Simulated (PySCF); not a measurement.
Bond energies at PBE0/def2-SVP beside a composite method

PySCF, lowest determinants of a PBE0 search. The composite is CCSD(T) extrapolated to the basis-set limit from two correlation-consistent sets, with core-valence (CV) and scalar-relativistic (SR) terms as its label shows; it has no spin–orbit coupling and nothing beyond (T).

```csv
species,state (unpaired electrons),De PBE0 (eV),De composite (eV),composite,dissociates to
GeCl⁺,singlet (closed shell),4.65,4.62,CCSD(T)/CBS(DT)+CV,Ge⁺ + Cl
RbS,doublet (π ↑),2.52,2.64,CCSD(T)/CBS(DT),Rb + S
SiCl⁺,singlet (closed shell),5.09,5.29,CCSD(T)/CBS(TQ)+CV+SR,Si⁺ + Cl
TlN,triplet (π ↑↑),1.50,1.54,CCSD(T)/CBS(DT),Tl + N
F2,singlet (closed shell),1.57,1.67,CCSD(T)/CBS(TQ)+CV+SR,F + F
IF,singlet (closed shell),2.59,2.98,CCSD(T)/CBS(TQ)+CV,I + F
CH⁺,singlet (closed shell),4.14,4.27,CCSD(T)/CBS(TQ)+CV+SR,H + C⁺
SI,doublet (π ↑),2.28,2.38,CCSD(T)/CBS(TQ),S + I
```

Question: Does PBE0 bind more or less than the composite, by how much on average, and where is the difference largest?

Answer: PBE0/def2-SVP binds less on average, method and basis taken together: the mean signed difference is -0.13 eV and the mean absolute one 0.14 eV; it is largest for IF (-0.39 eV).

The molecules are drawn from runs that passed checks on state, spin purity and fit, so the hardest cases are missing and the errors look smaller than over all diatomics.

Correlated steps freeze the inner cores (1 to 19 orbitals); shallow outer-core shells are correlated. These are scalar-relativistic numbers at best; spin–orbit coupling would shift them, the dissociation energy most. For an ion De counts to the pair picked by the measured ionisation energies or electron affinities, which need not be the lowest pair at this level. Where the molecule has an RHF reference, its open-shell atoms are computed with UHF. States were picked by a PBE0 search and need not be the measured ground states.
